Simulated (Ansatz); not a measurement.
Reaction (silylene formation by 1,1-elimination): `C[Si](F)([SiH3])Cl` → `C[Si]F` + `[SiH3]Cl`

Gas-phase electronic energies from Ansatz, PBE0-D4/def2-TZVP geometries. CCSD(T)/CBS adds triple-zeta CCSD(T) − MP2 to the extrapolated MP2 energy (def2 sets, frozen cores). This one scheme is used for every species. DFT in def2-TZVPP.

```csv
level,ΔE (kJ/mol)
revPBE,190.5
PBE0,216.3
r2SCAN0,228.8
RPA@PBE/def2-TZVPP,185.9
CCSD(T)/def2-SVP,192.8
HF/def2-TZVPP,186.8
CCSD/def2-TZVPP,199.9
CCSD(T)/def2-TZVPP,203.7
```

**Question.** What does CCSD(T)/CBS give? (Estimate.)

**Answer.** The calculation gave: +208.0 kJ/mol. The listed levels differ from it by -17.5, 8.3, 20.8, -22.1, -15.2, -21.2, -8.1, -4.3 kJ/mol.

Largest T1 diagnostic among the species: 0.014.

From PBE to PBE0 (25 % exact exchange), in def2-TZVPP and without D4, ΔE moves by +10.8 kJ/mol. At CCSD(T), def2-SVP lies −15.2 kJ/mol from the extrapolated value and def2-TZVPP −4.3 kJ/mol. In def2-TZVPP, CCSD(T) changes the Hartree–Fock value by +16.9 kJ/mol (the triples alone add +3.8 kJ/mol) and MP2 by +27.9 kJ/mol.

CCSD(T)/CBS has its own doubt, a few kJ/mol and more with outer-core shells, so smaller differences from it don't rank the levels.
